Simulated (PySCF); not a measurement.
Method: PBE0-D3(BJ)/def2-TZVP // PBE0-D3(BJ)/def2-SVP in PySCF 2.14.0. All species are isolated molecules in the gas phase. One relaxed conformer stands for a flexible species; it need not be the lowest. Delta-SCF ions had no search for a lower state. 

Reference species (SMILES): `C=C(F)c1ccc([SiH3])cc1` (F–C–C–C torsion 5°) (neutral, multiplicity 1).

| Item | Result |
|---|---|
| HOMO–LUMO gap | 5.28 eV |
| LUMO | -1.57 eV |
| vertical ionisation energy (Delta-SCF) | 8.44 eV |

Changed species: `C=C([SiH3])c1ccc(F)cc1` (Si–C–C–C torsion 33°).

Task: Predict the effect on the HOMO–LUMO gap, LUMO and vertical ionisation energy (Delta-SCF).

Result: the HOMO–LUMO gap rises by 0.29 eV, to 5.57 eV; the LUMO goes up by 0.36 eV, to -1.21 eV; the vertical ionisation energy (Delta-SCF) drops by 0.04 eV, to 8.40 eV.
